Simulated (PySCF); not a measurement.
A PySCF script (with the pyscf-properties extension) for the NMR shieldings of SMILES CCc1ccc(S(=O)(=O)[O-])s1, [C₆H₇O₃S₂]-, on a GFN2-xTB geometry:

```python
import basis_set_exchange as bse
import numpy as np
from pyscf import gto, dft
from pyscf.prop import nmr

atoms = """
C    -2.751245    0.928991   -0.057698
C    -2.150291   -0.414087    0.362411
C    -0.685818   -0.461680    0.072584
C    -0.062493   -1.000745   -1.011469
C     1.341905   -0.814618   -0.986560
C     1.760834   -0.143988    0.112420
S     3.346468    0.481288    0.692918
O     3.538037    1.695089   -0.092324
O     4.309789   -0.575143    0.415088
O     3.081515    0.712831    2.109365
S     0.473435    0.286572    1.143835
H    -3.814021    0.967265    0.176185
H    -2.245396    1.735698    0.465510
H    -2.622429    1.078714   -1.127044
H    -2.312483   -0.556806    1.432315
H    -2.652873   -1.223089   -0.175010
H    -0.582161   -1.520555   -1.800938
H     2.018470   -1.169418   -1.743245
"""
names = dict.fromkeys(["C", "S", "O", "H"], "pcSseg-1")
basis = {el: gto.basis.parse(bse.get_basis(n, elements=[el], fmt="nwchem")) for el, n in names.items()}
mol = gto.M(atom=atoms, basis=basis, charge=-1, verbose=0)
mf = dft.RKS(mol, xc="PBE0")
mf.grids.level = 2
mf.grids.alignment = dft.numint.BLKSIZE   # the property module wants whole blocks of grid points
mf.conv_tol = 1e-9
mf.kernel()

calc = nmr.RKS(mf)   # GIAO
C = mf.mo_coeff
Co = C[:, mf.mo_occ > 0]
resp = mf.gen_response(singlet=True, hermi=2)
def vind(x):   # induced exchange potential for any number of trial vectors
    d = np.einsum("pi,xij,qj->xpq", C, 2 * x.reshape(-1, C.shape[1], Co.shape[1]), Co, optimize=True)
    return np.einsum("xpq,pi,qj->xij", resp(d - d.transpose(0, 2, 1)), C, Co, optimize=True).ravel()
mo1, _ = nmr.rhf.solve_mo1(calc, with_cphf=vind)
sigma = calc.kernel(mo1)
for i, s in enumerate(sigma):   # ppm
    print("%2d %-2s %9.2f" % (i, mol.atom_pure_symbol(i), np.trace(s) / 3))
```

Question: Give the expected output.

Answer: 
```
 0 C     163.03
 1 C     157.59
 2 C      35.56
 3 C      61.01
 4 C      67.45
 5 C      11.18
 6 S     200.11
 7 O      79.26
 8 O     108.07
 9 O      96.08
10 S     266.74
11 H      30.77
12 H      30.50
13 H      30.76
14 H      29.15
15 H      29.30
16 H      25.31
17 H      25.09
```

These numbers come from an equivalent density-fitted implementation of the same equations, which agrees with the script to about 0.01 ppm for H and up to a few tenths of a ppm for heavy atoms, so last digits may differ.

Question: Turn these shieldings into chemical shifts. Scale: 13C (186.93 ppm) and 1H (31.72 ppm) against TMS; 33S (503.73 ppm) vs CS2; H2O for 17O (336.08 ppm) (reference shieldings calculated alike).

Answer: Averaging equivalent atoms: C 5: 175.7; C 2: 151.4; C 3: 125.9; C 4: 119.5; C 1: 29.3; C 0: 23.9; S 6: 304; S 10: 237; O 7/8/9: 241.6; H 17: 6.62; H 16: 6.41; H 14/15: 2.49; H 11/12/13: 1.04 ppm. Experimental scales use liquid or dissolved standards, which lie at an offset from isolated H2O (liquid H2O: subtract about 36 ppm).

Size and cost of the density-fitted run: 236 basis functions, 50 s wall time on 1 thread of an Arm Neoverse V1, shared host.
